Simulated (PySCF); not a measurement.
In(OH)2(OSiH3) (H5InO3Si), SMILES [OH][In]([OH])[O][SiH3]. Geometry optimised at PBE0-D3(BJ)/def2-SVP. The def2 effective core potentials stand for the cores of In; spin–orbit coupling is left out. The values are those of a single conformer.

Computed equilibrium geometry at PBE0-D3(BJ)/def2-SVP (PySCF confirms it by a frequency run) as bond lengths and angles, and its point group (one conformer of several):
point group Cs.
Atoms: In1 O2 H3 O4 H5 O6 Si7 H8 H9 H10. Bonded distances (Å): In1–O2 1.986, In1–O4 1.991, In1–O6 1.975, O2–H3 0.964, O4–H5 0.964, O6–Si7 1.653, Si7–H8 1.499, Si7–H9 1.494, Si7–H10 1.499. Bond angles (°): O2–In1–O4 127.8, O2–In1–O6 115.7, O4–In1–O6 116.5, In1–O2–H3 112.2, In1–O4–H5 112.8, In1–O6–Si7 136.8, O6–Si7–H8 111.7, O6–Si7–H9 108.7, O6–Si7–H10 111.7, H8–Si7–H9 108.4, H8–Si7–H10 107.7, H9–Si7–H10 108.4.
